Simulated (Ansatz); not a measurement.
Program: Ansatz. Geometries: PBE0-D4/def2-TZVP. ΔE: electronic, gas phase. CCSD(T)/CBS adds triple-zeta CCSD(T) − MP2 to the extrapolated MP2 energy (def2 sets, frozen cores). DFT in def2-TZVPP. Each species was taken in one conformer, which may not be the lowest.

Consider the ligand exchange at the Si–O bond: disiloxane + `N[Si](N)(O)O` → `N[Si](N)(O)O[SiH3]` + silanol.

```
       level  ΔE (kcal/mol)
     ωB97M-V           -0.5
HF/CBS(def2)            0.6
```

Task: What does CCSD(T)/CBS give? (Estimate.)

Result: Computed: -0.5 kcal/mol. The listed levels differ from it by 0.0, 1.1 kcal/mol.

Largest T1 diagnostic among the species: 0.011.

The D4 term adds −0.8 kcal/mol with B3LYP and −0.5 kcal/mol with PBE0; it sums over pairs of atoms, weighted by their polarisabilities, and B3LYP, whose exchange is more repulsive, gets the larger term. In def2-TZVPP, CCSD(T) changes the Hartree–Fock value by −1.2 kcal/mol (the triples alone add −0.3 kcal/mol) and MP2 by −1.1 kcal/mol.

B3LYP here is the variant with VWN-RPA as its local correlation; programs differ in this.
